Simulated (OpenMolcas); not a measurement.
Al²⁺: CASPT2 settings compared

| Property | Result |
| --- | --- |
| Program | OpenMolcas |
| Basis | ANO-L-VDZP [4s3p1d] |
| Scalar Hamiltonian | non-relativistic, point nucleus |
| Active space | 1 electron in 8 orbitals (3s 3p 4s 4p) |
| State averaging | 2S+1 = 2 even, 1 root; 2S+1 = 2 odd, 3 roots |
| Spin-orbit coupling | RASSI with atomic mean-field integrals over the reference wave functions, term energies averaged over their components |

Methods on the same reference wave functions:
A. CASSCF
B. SS-CASPT2, IPEA 0.3 Eh, imaginary shift 0.2 Eh (closed shells correlated: 2s 2p)
C. SS-CASPT2, IPEA 0.4 Eh, no level shift (closed shells correlated: 2s 2p)

Energies in cm-1 above 3s 2S 1/2, the measured ground level; measured values from NIST levels in Kelleher and Podobedova, J. Phys. Chem. Ref. Data 37, 709 (2008).

```csv
Level,A,B,C,Measured
3s 2S 1/2,0.0,0.0,0.0,0.0
3p 2P* 1/2,53367,53446,53446,53683
3p 2P* 3/2,53518,53597,53596,53917
```

Deviations, from unrounded energies. A percentage is the sum of absolute deviations over the sum of measured energies, with the sign that they share, or ± where signs differ.

| Against measurement | Levels | A | B | C |
| --- | --- | --- | --- | --- |
| mean absolute deviation (cm-1) | 2 | 360 | 280 | 280 |
| other configurations (%) | 2 | -0.7 | -0.5 | -0.5 |

B, C lie about equally close to measurement and A furthest from it. The largest miss of B in the table is 3p 2P* 3/2, by -320 cm-1. The ranking rests on the paired levels alone, and a cruder setting can come out closer through cancelling errors.

Between B and C no level of the table moves by more than 5 cm-1.

The lowest spin-free term lies below A's lowest term by 0.003 hartree in B, 0.003 hartree in C.

With one active electron outside closed inactive shells, the extra shells (4p 4s) add no correlation to the reference. With one active electron the reference holds no correlation, so core polarisation is missing (holds for A). With one active electron, CASPT2 adds the correlation within the correlated inactive shells and between them and that electron, and leaves the splitting within a term as the reference gives it (holds for B; C). Measured partners are found by configuration, term and J. A level has none where our copy of the source lacks it or the pairing is in doubt (some pairs that miss far off the trend of their configuration count as doubtful), and it then counts in no deviation. Only configurations of the active space appear.

* marks odd parity.
